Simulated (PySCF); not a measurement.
Simulation results for CH$_{4}$B$_{2}$Cl, BH$_{3}$N, B$_{3}$H$_{3}$N

All values are calculated (PySCF 2.14.0). Calculation on a computer-drawn molecule: the log of a Hartree-Fock and frozen-core CCSD(T) single point meant for a local Hartree-Fock minimum, with one planted fault or none, to be diagnosed. Offsets are logged minus clean, where the clean run is the same molecule without the fault. The reference is restricted for singlets and unrestricted otherwise, and also for a bond in bohr or an excited solution. Adding or removing an electron swaps singlet and doublet. The excited solution moves the top pair (singlet) or top alpha electron (doublet) to the lowest empty orbital. Highest occupied and lowest empty are orbital energies over both spins, largest force is the largest gradient component, triples share is (T) over the correlation energy, the T1 limit is 0.02 restricted and 0.045 unrestricted, electrons count all cores, a negative frequency is imaginary (commonest isotopes), and the dipole is about the centre of nuclear charge.

Common to all runs: meant charge 1; meant multiplicity 1; logged SCF converged yes; logged CC converged yes; logged SCF stable within its kind yes; possible faults no fault, one electron removed, one electron added, multiplicity raised by two, geometry at a saddle point, SCF held on an excited solution, minimal basis STO-3G, one bond length entered in bohr, all coordinates scaled.

(1) 
```xyz
8
formula=CH4B2Cl meant_basis=cc-pV(D+d)Z logged_electrons=35 logged_basis_functions=85 logged_spin_squared=0.762 logged_highest_occupied=-25.137 logged_lowest_empty=-14.077 logged_largest_force=0.032245 logged_T1_diagnostic=0.031145 logged_D1_diagnostic=0.1712 logged_triples_share=0.031097 logged_dipole_magnitude=4.7876 logged_energy_HF=-548.23882 logged_energy_CCSD(T)=-548.68777 planted_fault=one_electron_removed HF_energy_offset_from_clean_run=356.6 CCSD(T)_energy_offset_from_clean_run=371.7
B     -0.5569     0.6592     2.1113
C     -0.9667     0.7292     0.6966
B      0.0586     1.6000    -0.2131
Cl     0.9363     2.8949     0.5493
H     -0.2106     0.5993     3.2319
H     -1.9202     1.2904     0.6691
H     -1.1614    -0.2720     0.2922
H      0.1725     1.3650    -1.3668
```

Units: logged_highest_occupied, logged_lowest_empty in eV; logged_largest_force in hartree/bohr; logged_dipole_magnitude in debye; logged_energy_HF, logged_energy_CCSD(T) in hartree; HF_energy_offset_from_clean_run, CCSD(T)_energy_offset_from_clean_run in kcal/mol.

Drawn bonds:
| atom | other atom | order |
| --- | --- | --- |
| 1 | 2 | 1 |
| 2 | 3 | 1 |
| 3 | 4 | 1 |
| 1 | 5 | 1 |
| 2 | 6 | 1 |
| 2 | 7 | 1 |
| 3 | 8 | 1 |

(2) 
```xyz
5
formula=BH3N meant_basis=cc-pVDZ logged_electrons=14 logged_basis_functions=43 logged_spin_squared=2.0204 logged_highest_occupied=-14.444 logged_lowest_empty=-8.4199 logged_largest_force=0.15088 logged_T1_diagnostic=0.011108 logged_D1_diagnostic=0.028088 logged_triples_share=0.01817 logged_dipole_magnitude=2.4995 logged_energy_HF=-80.45118 logged_energy_CCSD(T)=-80.6727 planted_fault=multiplicity_raised_by_two HF_energy_offset_from_clean_run=108.3 CCSD(T)_energy_offset_from_clean_run=131.1
B     -0.2462    -1.0135     0.7906
N      0.1450    -2.1266     1.3639
H     -0.5951    -0.0203     0.2791
H      1.0895    -2.4819     1.2890
H     -0.4710    -2.7057     1.9199
```

Units: logged_highest_occupied, logged_lowest_empty in eV; logged_largest_force in hartree/bohr; logged_dipole_magnitude in debye; logged_energy_HF, logged_energy_CCSD(T) in hartree; HF_energy_offset_from_clean_run, CCSD(T)_energy_offset_from_clean_run in kcal/mol.

Drawn bonds:
| atom | other atom | order |
| --- | --- | --- |
| 1 | 2 | 1 |
| 1 | 3 | 1 |
| 2 | 4 | 1 |
| 2 | 5 | 1 |

(3) 
```xyz
5
formula=BH3N meant_basis=cc-pVDZ logged_electrons=13 logged_basis_functions=43 logged_spin_squared=0.7562 logged_highest_occupied=-31.976 logged_lowest_empty=-16.927 logged_largest_force=0.12127 logged_T1_diagnostic=0.0086942 logged_D1_diagnostic=0.024396 logged_triples_share=0.01691 logged_dipole_magnitude=0.23156 logged_energy_HF=-79.95186 logged_energy_CCSD(T)=-80.15461 planted_fault=one_electron_removed HF_energy_offset_from_clean_run=421.7 CCSD(T)_energy_offset_from_clean_run=456.2
B     -0.2462    -1.0135     0.7906
N      0.1450    -2.1266     1.3639
H     -0.5951    -0.0203     0.2791
H      1.0895    -2.4819     1.2890
H     -0.4710    -2.7057     1.9199
```

Units: logged_highest_occupied, logged_lowest_empty in eV; logged_largest_force in hartree/bohr; logged_dipole_magnitude in debye; logged_energy_HF, logged_energy_CCSD(T) in hartree; HF_energy_offset_from_clean_run, CCSD(T)_energy_offset_from_clean_run in kcal/mol.

Drawn bonds:
| atom | other atom | order |
| --- | --- | --- |
| 1 | 2 | 1 |
| 1 | 3 | 1 |
| 2 | 4 | 1 |
| 2 | 5 | 1 |

(4) 
```xyz
7
formula=B3H3N meant_basis=cc-pVDZ logged_electrons=24 logged_basis_functions=71 logged_spin_squared=0 logged_highest_occupied=-18.89 logged_lowest_empty=-5.0881 logged_largest_force=0.021263 logged_T1_diagnostic=0.013756 logged_D1_diagnostic=0.035062 logged_triples_share=0.034256 logged_dipole_magnitude=2.2707 logged_energy_HF=-130.01291 logged_energy_CCSD(T)=-130.40978 planted_fault=all_coordinates_scaled,by_-1.8_% HF_energy_offset_from_clean_run=1.637 CCSD(T)_energy_offset_from_clean_run=3.657
B      0.3766    -2.8557     2.7951
N      0.2243    -1.7718     2.1747
B      0.0710    -0.6752     1.5494
B     -0.1334     0.7810     0.7190
H      0.5150    -3.8441     3.3606
H     -1.0792     0.9005     0.0469
H      0.6794     1.6069     0.8518
```

Units: logged_highest_occupied, logged_lowest_empty in eV; logged_largest_force in hartree/bohr; logged_dipole_magnitude in debye; logged_energy_HF, logged_energy_CCSD(T) in hartree; HF_energy_offset_from_clean_run, CCSD(T)_energy_offset_from_clean_run in kcal/mol.

Drawn bonds:
| atom | other atom | order |
| --- | --- | --- |
| 1 | 2 | 1 |
| 2 | 3 | 2 |
| 3 | 4 | 1 |
| 1 | 5 | 1 |
| 4 | 6 | 1 |
| 4 | 7 | 1 |

(5) 
```xyz
7
formula=B3H3N meant_basis=cc-pVDZ logged_electrons=25 logged_basis_functions=71 logged_spin_squared=0.7875 logged_highest_occupied=-6.5027 logged_lowest_empty=1.7146 logged_largest_force=0.088318 logged_T1_diagnostic=0.019389 logged_D1_diagnostic=0.062037 logged_triples_share=0.037315 logged_dipole_magnitude=4.4918 logged_energy_HF=-130.22672 logged_energy_CCSD(T)=-130.65627
B      0.3835    -2.9080     2.8464
N      0.2284    -1.8043     2.2146
B      0.0723    -0.6876     1.5778
B     -0.1358     0.7953     0.7322
H      0.5245    -3.9146     3.4222
H     -1.0989     0.9170     0.0478
H      0.6919     1.6363     0.8675
```

Units: logged_highest_occupied, logged_lowest_empty in eV; logged_largest_force in hartree/bohr; logged_dipole_magnitude in debye; logged_energy_HF, logged_energy_CCSD(T) in hartree.

Drawn bonds:
| atom | other atom | order |
| --- | --- | --- |
| 1 | 2 | 1 |
| 2 | 3 | 2 |
| 3 | 4 | 1 |
| 1 | 5 | 1 |
| 4 | 6 | 1 |
| 4 | 7 | 1 |

To be estimated
1. B$_{3}$H$_{3}$N (entry 5): planted fault?

Calculated values
1. one electron added

Further results for B$_{3}$H$_{3}$N (entry 5):

- HF energy offset from clean run: -132.5 kcal/mol
- CCSD(T) energy offset from clean run: -151 kcal/mol
